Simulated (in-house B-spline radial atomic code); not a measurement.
How numerical settings move a run on neutral chromium, [Ar] 3d5 4s1. Computed with an all-electron radial atomic-structure program (B-spline basis): Dirac-Hartree-Fock, average of configuration, Fermi nucleus of rms radius 3.6452 fm.

Command:
```bash
python run_scf.py task.json out
```
Settings of the sound reference run:
```
Z                24
electrons        24
configuration    [Ar] 3d5 4s1
hamiltonian      dirac
method           hf
spin_polarised   False
nucleus          fermi
rms_radius       3.6452
mass_number      52
atomic_mass      51.9405
speed_of_light   137.036
knot_spacing     0.22
spline_order     8
gauss_points     12
box_radius       50
max_iterations   70
damping          0.5
damped_steps     3
diis_vectors     10
tolerance        1e-08
start            Thomas-Fermi
```

Time taken, with all properties: 2 s on 1 thread of AMD EPYC 7R43 64-Core Processor, on a shared host.

It converges in 11 iterations to -1049.596102 hartree, with 4s1/2 at -5.73911 eV. The other runs change the listed settings, some to values that make no sense; their results aren't properties of the atom or ion. Radii are in bohr (the nuclear one in fm), a minus after a letter asks for a j subshell, and «unchanged» means within 1e-8 hartree. The run stops when the residual is below 10 × tolerance × max(1, Z/10), or a noise floor if that is larger, and the energy moves by less than 1e-8 × √|E| hartree; so very loose and very tight tolerances often act alike.

```tsv
changed settings	outcome
first_knot = 0.00417	converged in 11 iterations, energy -1.42e-03 hartree from the reference, 4s1/2 level -1.1e-05 eV
electrons = 32, configuration = [Ar] 3d5 4s1 6s2 6p6, max_iterations = 60	not converged after 60 iterations, last residual 3.9e-04
first_knot = 0.0417, max_iterations = 50, damping = 0.2, tolerance = 1e-05, start = bare nucleus	converged in 11 iterations, energy +1.68e-01 hartree from the reference, 4s1/2 level +1.1e-03 eV
knot_spacing = 0.75, max_iterations = 75, diis_vectors = 1	not converged after 75 iterations, last residual 9.2e-01, last energy +1.17e+01 hartree from the reference
knot_spacing = 0.1, max_iterations = 8, diis_vectors = 20	not converged after 8 iterations, last residual 2.0e-05, last energy +1.25e-07 hartree from the reference
damped_steps = 8	converged in 14 iterations, energy unchanged, 4s1/2 level -8.1e-06 eV
first_knot = 4.17e-05	converged in 11 iterations, energy unchanged
first_knot = 0.125	converged in 11 iterations, energy +2.55e+00 hartree from the reference, 4s1/2 level +1.5e-02 eV
gauss_points = 6, first_knot = 4.17e-05, max_iterations = 100, damping = 0.8, damped_steps = 1	converged in 12 iterations, energy unchanged, 4s1/2 level -1.6e-06 eV
first_knot = 0.0125	converged in 11 iterations, energy +9.81e-03 hartree from the reference, 4s1/2 level +6.7e-05 eV
spin_polarised = True	stopped with error: spin polarisation is not served with the Dirac Hamiltonian
```

Problem. What happens with tolerance = 1e-06?

Solution. Converged in 9 iterations, energy +1.07e-08 hartree from the reference, 4s1/2 level +7.1e-05 eV.

Problem. What happens with first_knot = 0.000417?

Solution. Converged in 11 iterations, energy +1.04e-04 hartree from the reference, 4s1/2 level +8.0e-07 eV.

Problem. What happens with spline_order = 4, max_iterations = 5, diis_vectors = 4?

Solution. Not converged after 5 iterations, last residual 7.5e-03, last energy +3.83e-03 hartree from the reference.

Problem. What happens with damped_steps = 0?

Solution. Converged in 10 iterations, energy unchanged, 4s1/2 level -1.1e-06 eV.
